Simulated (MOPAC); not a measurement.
Job for MOPAC: AM1 on CH4Sn (SMILES [CH3][SnH]), a point of a bond scan (R = 1.787 Å).

```
AM1 1SCF PRECISE CHARGE=0 THREADS=1
CH4Sn

Sn     0.00983745 1     0.25050043 1     0.24518718 1
H     -0.34594591 1     1.41339688 1    -1.06484958 1
C     -0.01334196 1    -1.45640015 1    -1.15807253 1
H      0.73724523 1    -1.29419038 1    -1.93601312 1
H     -0.98669425 1    -1.50317430 1    -1.65333226 1
H      0.18357434 1    -2.40265271 1    -0.65672900 1
```

It printed:

```
*******************************************************************************
 **                                                                           **
 **                              MOPAC v23.2.5                                **
 **                                                                           **
 *******************************************************************************
 ** MOPAC's Digital Object Identifier: https://doi.org/10.5281/zenodo.6511958 **
 **                                                                           **
 ** Please cite the open-source release paper for use of this MOPAC version:  **
 ** J. E. Moussa and J. J. P. Stewart (2026)                                  **
 ** MOPAC: An open-source semiempirical molecular orbital program             **
 ** J. Open Source Softw., 11(119), 8025, https://doi.org/10.21105/joss.08025 **
 *******************************************************************************

                              AM1 CALCULATION RESULTS

 *******************************************************************************
 *  AM1        - The AM1 Hamiltonian to be used
 *
 *
 *
 *                 CHARGE ON SYSTEM = 0
 *
 *
 *
 *  PRECISE    - TIGHTER CRITERIA TO BE USED
 *  1SCF       - DO 1 SCF AND THEN STOP
 *  THREADS=1  - MULTI-THREADING NOT USED
 *  T=         - A TIME OF 172800.0 SECONDS REQUESTED
 *  DUMP=N     - RESTART FILE WRITTEN EVERY 7200.0 SECONDS REQUESTED
 *******************************************************************************
AM1 1SCF PRECISE CHARGE=0 THREADS=1
 CH4Sn

   ATOM   CHEMICAL          X               Y               Z
  NUMBER   SYMBOL      (ANGSTROMS)     (ANGSTROMS)     (ANGSTROMS)

     1      Sn          0.00983745  *   0.25050043  *   0.24518718  *
     2       H         -0.34594591  *   1.41339688  *  -1.06484958  *
     3       C         -0.01334196  *  -1.45640015  *  -1.15807253  *
     4       H          0.73724523  *  -1.29419038  *  -1.93601312  *
     5       H         -0.98669425  *  -1.50317430  *  -1.65333226  *
     6       H          0.18357434  *  -2.40265271  *  -0.65672900  *



          CARTESIAN COORDINATES

    NO.       ATOM           X           Y           Z

     1        Sn          0.0098      0.2505      0.2452
     2         H         -0.3459      1.4134     -1.0648
     3         C         -0.0133     -1.4564     -1.1581
     4         H          0.7372     -1.2942     -1.9360
     5         H         -0.9867     -1.5032     -1.6533
     6         H          0.1836     -2.4027     -0.6567

  H: (AM1): M.J.S. DEWAR ET AL, J. AM. CHEM. SOC. 107 3902-3909 (1985)
  C: (AM1): M.J.S. DEWAR ET AL, J. AM. CHEM. SOC. 107 3902-3909 (1985)
 Sn: (AM1): J. J. P. STEWART, J. MOL. MOD., 10, 155-164 (2004)

           Empirical Formula: C H4 Sn  =     6 atoms



      MOLECULAR POINT GROUP   :   Cs


      RHF CALCULATION, NO. OF DOUBLY OCCUPIED LEVELS = 6


 -------------------------------------------------------------------------------
 AM1 1SCF PRECISE CHARGE=0 THREADS=1
 CH4Sn



     1SCF WAS SPECIFIED, SO BFGS WAS NOT USED
     SCF FIELD WAS ACHIEVED


                              AM1 CALCULATION
                                                       MOPAC v23.2.5 Linux




          FINAL HEAT OF FORMATION =         30.07424 KCAL/MOL =     125.83062 KJ/MOL


          COSMO AREA              =        102.20 SQUARE ANGSTROMS
          COSMO VOLUME            =         90.60 CUBIC ANGSTROMS

          IONIZATION POTENTIAL    =          7.820410 EV
          HOMO LUMO ENERGIES (EV) =         -7.820 -1.488
          NO. OF FILLED LEVELS    =          6
          MOLECULAR WEIGHT        =        134.7326         POINT GROUP:  Cs

          MOLECULAR DIMENSIONS (Angstroms)

            Atom       Atom       Distance
            H     6    H     2     3.87417
           Sn     1    H     4     2.39531
            H     4    H     5     1.63646


          SCF CALCULATIONS        =          1





   ATOM   CHEMICAL          X               Y               Z
  NUMBER   SYMBOL      (ANGSTROMS)     (ANGSTROMS)     (ANGSTROMS)

     1      Sn          0.00983745  *   0.25050043  *   0.24518718  *
     2       H         -0.34594591  *   1.41339688  *  -1.06484958  *
     3       C         -0.01334196  *  -1.45640015  *  -1.15807253  *
     4       H          0.73724523  *  -1.29419038  *  -1.93601312  *
     5       H         -0.98669425  *  -1.50317430  *  -1.65333226  *
     6       H          0.18357434  *  -2.40265271  *  -0.65672900  *

                             CARTESIAN COORDINATES

   1   Sn        0.009837450     0.250500430     0.245187180
   2    H       -0.345945910     1.413396880    -1.064849580
   3    C       -0.013341960    -1.456400150    -1.158072530
   4    H        0.737245230    -1.294190380    -1.936013120
   5    H       -0.986694250    -1.503174300    -1.653332260
   6    H        0.183574340    -2.402652710    -0.656729000


           Empirical Formula: C H4 Sn  =     6 atoms



      MOLECULAR POINT GROUP   :   Cs


                  EIGENVALUES
 -28.31687 -14.91689 -12.94094 -12.84881  -9.66550  -7.82041  -1.48831   1.74378
   2.45026   5.17322   5.36463   6.00745


              NET ATOMIC CHARGES AND DIPOLE CONTRIBUTIONS

  ATOM NO.   TYPE          CHARGE      No. of ELECS.   s-Pop       p-Pop
    1         Sn           0.797121        3.2029     1.91140     1.29148
    2          H          -0.389424        1.3894     1.38942
    3          C          -0.630571        4.6306     1.26415     3.36642
    4          H           0.074002        0.9260     0.92600
    5          H           0.074002        0.9260     0.92600
    6          H           0.074871        0.9251     0.92513
 DIPOLE           X         Y         Z       TOTAL
 POINT-CHG.     0.703     0.868     4.926     5.051
 HYBRID        -0.523    -0.935    -3.882     4.027
 SUM            0.179    -0.067     1.044     1.062


          ATOMIC ORBITAL ELECTRON POPULATIONS

     Atom    s        px        py        pz
    1 Sn   1.91140   0.07300   0.53657   0.68191
    2  H   1.38942
    3  C   1.26415   1.00580   1.20506   1.15555
    4  H   0.92600
    5  H   0.92600
    6  H   0.92513

 **********************
 *                    *
 * JOB ENDED NORMALLY *
 *                    *
 **********************




 == MOPAC DONE ==
```

The run finished.

Cost: very roughly 0.09 core-seconds.
